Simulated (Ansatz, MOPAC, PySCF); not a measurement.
Dimer: CH3F (SMILES CF) (first 5 atoms) with C2H3F (SMILES C=CF); geometry from B3LYP-D3(BJ)/def2-TZVP, rigid monomers moved along the line of their centres of mass till F2···H9 is 3.26 Å.
(charge 0, multiplicity 1):
```csv
atom,x (Å),y (Å),z (Å)
C,0.3677,0.6683,-0.2241
F,-1.0092,0.5520,-0.0261
H,0.5807,1.6753,-0.5837
H,0.8713,0.4874,0.7244
H,0.6732,-0.0702,-0.9659
C,-1.2365,-0.4510,4.1684
C,-0.0524,-0.4970,4.7418
F,1.0880,-0.2375,4.0592
H,-1.3592,-0.2037,3.1228
H,-2.1118,-0.6676,4.7632
H,0.1540,-0.7348,5.7767
```

Monomers are frozen at their geometry in the pair; levels with a basis set take the counterpoise correction. Rows marked so take none.

Cores are frozen in the correlated methods. Rows in 6-31G* carry no dispersion term and start afresh at each structure (6-31G* with six Cartesian d functions). MP2/6-31G* freezes PySCF's default core. The state that AM1, PM3 reach isn't checked.

Programs: Ansatz (a quantum-chemistry and plane-wave program); MOPAC for AM1, PM3 (differences of heats of formation); PySCF for 6-31G* rows, the dispersion terms. Each number belongs to the level named beside it.

Other levels give for the interaction energy: PBE/def2-TZVPPD -0.87; B3LYP/def2-TZVPPD -0.63; B3LYP-D3(BJ)/def2-TZVPPD -1.07; wB97M-V/def2-TZVPPD -1.11; CCSD(T)/aug-cc-pVDZ -1.10 kcal/mol.

Common cheap choices:

| level | interaction energy (kcal/mol) |
|---|---|
| AM1 | -0.35 |
| PM3 | -0.48 |
| HF/6-31G* | -0.79 |
| HF/6-31G* (no counterpoise) | -1.27 |
| BP86/6-31G* (no counterpoise) | -1.00 |
| B3LYP/6-31G* | -0.59 |
| MP2/6-31G* | -0.84 |
| MP2/6-31G* (no counterpoise) | -1.53 |
